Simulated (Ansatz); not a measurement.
CHNOSi, SMILES `N#C[Si]O` (lower singlet) (charge 0, multiplicity 1). This singlet lies 2.01 eV below the relaxed triplet at the level B3LYP/cc-pVTZ // PBE0-D3(BJ)/def2-TZVP (Ansatz, a quantum-chemistry and plane-wave program).

Cartesian coordinates (Å):
```xyz
5

N      2.1100    -0.5757     0.1276
C      1.1430     0.0356    -0.0359
Si    -0.3547     1.1926    -0.3525
O     -1.5471     0.1248    -0.0037
H     -1.3511    -0.7774     0.2645
```
Charge 0, multiplicity 1.

The restricted HF start is unstable towards unrestricted orbitals.

Question: Give the natural occupations of the active orbitals, the CASSCF energy and the corrected energy for frozen-core fic-MRCISD+Q@CASSCF(2e,2o)/cc-pVTZ // PBE0-D3(BJ)/def2-TZVP in Ansatz.

Answer: 
```yaml
natural_occupations: 1.93, 0.07
CASSCF energy: -456.8068 Ha
corrected_energy: -457.4592 Ha
weight_of_the_reference: 0.867
```
